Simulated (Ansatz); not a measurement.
Basis-set series for GaH₅O₄, SMILES `[OH][Ga-]([OH])([OH])[OH2+]`. The species carries charge 0 and has multiplicity 1. All single points use the PBE0-D4/def2-TZVP geometry. It is one conformer, not always the lowest.

```xyz
10

O    -1.783    0.098   -0.308
Ga    0.001   -0.119   -0.443
O     0.741   -1.557    0.375
O     0.836    0.695   -1.796
O     0.363    0.952    1.333
H    -2.174    0.518   -1.076
H     0.188   -2.340    0.365
H     1.723    0.360   -1.943
H     0.635    0.199    1.880
H    -0.530    1.194    1.613
```

```tsv
functional	basis	functions	energy (Eh)	HOMO (eV)	LUMO (eV)
PBE0-D4	def2-SVP	113	-2227.81661	-7.94	0.12
PBE0-D4	def2-TZVPP	242	-2228.44973	-8.27	-0.34
ωB97M-V	def2-SVP	113	-2228.18581	-10.41	1.83
ωB97M-V	def2-TZVPP	242	-2228.82598	-10.77	1.25
```

Q: Give the rows for def2-QZVPP. (Estimate.)

A: Computed: 
| functional | basis | functions | energy (Eh) | HOMO (eV) | LUMO (eV) |
| --- | --- | --- | --- | --- | --- |
| PBE0-D4 | def2-QZVPP | 467 | -2228.51216 | -8.37 | -0.59 |
| ωB97M-V | def2-QZVPP | 467 | -2228.88609 | -10.88 | 0.85 |

Positive LUMOs are unbound and depend on the basis. Scalar relativity is left out up to krypton.
